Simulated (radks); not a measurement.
Spherical quantum dot in the effective-mass picture: electrons in a parabolic well V = omega^2 r^2 / 2 with omega = 0.732, all in effective atomic units (hartree* = m*/eps^2 hartree, bohr* = eps/m* bohr), one dielectric constant everywhere. Method: non-relativistic Kohn-Sham, PBEsol, spin-polarised, spherical densities; computed with a radial shooting solver with Libxc functionals. Levels are named by radial order and angular momentum (1s, 1p, 1d, 2s, ...), and open shells are averaged over m.

N = 18, configuration 1s2 1p6 1d10. This is the lowest configuration that the search found. Occupied and some empty levels:

level,occupation,eigenvalue (hartree*),<r> (bohr*)
1s,2,7.7962,1.968
1p,6,8.1286,2.474
1d,10,8.5020,2.815
2s,0,8.5783,2.413
1f,0,8.9165,3.080
2p,0,9.0538,2.705

Energy (hartree*): total 95.5479, kinetic 10.775, external 35.606, Hartree 55.874, exchange-correlation -6.7071.

Electron density:

r (bohr*),n(r) (e/bohr*^3)
0.109,0.06289
0.518,0.07020
0.928,0.08708
1.34,0.1100
1.75,0.1288
2.16,0.1313
2.57,0.1115
2.98,0.07603
3.39,0.03998
3.80,0.01572
4.21,0.004614
4.62,0.001014
5.03,0.0001659
5.43,0.00002029
